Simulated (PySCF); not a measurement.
Method: PySCF with PBE0-D3(BJ)/def2-TZVP. All species are isolated molecules in the gas phase. One relaxed conformer stands for a flexible species; it need not be the lowest. Excitations are Tamm–Dancoff values on a coarser integration grid. The basis has no diffuse functions, so Rydberg states are missing or too high.

Reference species (SMILES): `C=NC` (neutral, multiplicity 1).

- S1 excitation (TDA): 5.07 eV
- T1 excitation (TDA): 4.12 eV
- HOMO–LUMO gap: 7.09 eV

Changed species: `NC=C`.

Problem. Predict the effect on the S1 excitation (TDA), T1 excitation (TDA) and HOMO–LUMO gap.

Solution. the S1 excitation (TDA) rises by 0.73 eV, to 5.80 eV; the T1 excitation (TDA) falls by 0.03 eV, to 4.09 eV; the HOMO–LUMO gap falls by 0.07 eV, to 7.02 eV.
